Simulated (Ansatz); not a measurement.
All values below come from frozen-core CCSD(T)/cc-pVTZ // B3LYP-D3(BJ)/def2-TZVP (Ansatz, a first-principles code).

Ansatz 0.2 input:
```yaml
crystal:
  periodic: [false, false, false]
  atoms:
    - { symbol: C, position_ang: [-0.757581, 0.008022, -0.038225] }
    - { symbol: O, position_ang: [0.369661, 0.932598, 0.095043] }
    - { symbol: C, position_ang: [1.562292, 0.387952, 0.115869] }
    - { symbol: O, position_ang: [1.902274, -0.746066, 0.043329] }
    - { symbol: H, position_ang: [-1.643319, 0.634386, -0.035781] }
    - { symbol: H, position_ang: [-0.666857, -0.540523, -0.973628] }
    - { symbol: H, position_ang: [-0.761556, -0.681395, 0.803681] }
basis:
  gaussian: { orbitals: cc-pVTZ }
correlation:
  method: ccsd_t
magnetization:
  spin_polarized: true
  initial_magnetization: 1
```

Output:

```
Functional definition: HF
954 factors; integrals over basis functions are off by at most 9.2e-4 eV
mean field evaluation 1: about -6180.4795 eV, gradient 2.6e1 eV
mean field evaluation 2: about -6180.4840 eV, gradient 2.6e1 eV
mean field evaluation 4: about -6183.4575 eV, gradient 3.6e0 eV
mean field evaluation 8: about -6183.5749 eV, gradient 3.2e-1 eV
mean field evaluation 16: about -6180.4802 eV, gradient 2.6e1 eV
mean field -6183.57915660 eV, -227.2423426247 hartree, gradient 2.2e-6 eV, S^2 0.762738; 0 other end points of the search recorded, 0 dependent functions left out
4 core orbitals not correlated
reference -6183.57915660 eV, -227.2423426247 hartree; 12, 11 occupied and 146, 147 virtual orbitals, 954 factors
second order -20.88976379 eV of doubles, -0.00000000 eV of singles
cycle   1  -20.55827940 eV  change    3.3e-1 eV  update   1.2e-1
cycle   2  -21.15095310 eV  change   -5.9e-1 eV  update   3.8e-2
cycle   3  -21.30986798 eV  change   -1.6e-1 eV  update   2.3e-2
cycle   4  -21.29582054 eV  change    1.4e-2 eV  update   8.1e-3
cycle   5  -21.29511839 eV  change    7.0e-4 eV  update   4.6e-3
cycle   6  -21.29755250 eV  change   -2.4e-3 eV  update   1.9e-3
cycle   7  -21.29760758 eV  change   -5.5e-5 eV  update   9.4e-4
cycle   8  -21.29788020 eV  change   -2.7e-4 eV  update   3.6e-4
cycle   9  -21.29798104 eV  change   -1.0e-4 eV  update   1.5e-4
cycle  10  -21.29785838 eV  change    1.2e-4 eV  update   6.5e-5
cycle  11  -21.29792474 eV  change   -6.6e-5 eV  update   2.9e-5
cycle  12  -21.29792321 eV  change    1.5e-6 eV  update   1.1e-5
perturbative correction -0.92753950 eV, -0.0340864479 hartree
Total energy: -6205.80461931 eV, -228.0591133144 hartree
```

Cost: about 3 core-minutes (a rough figure).
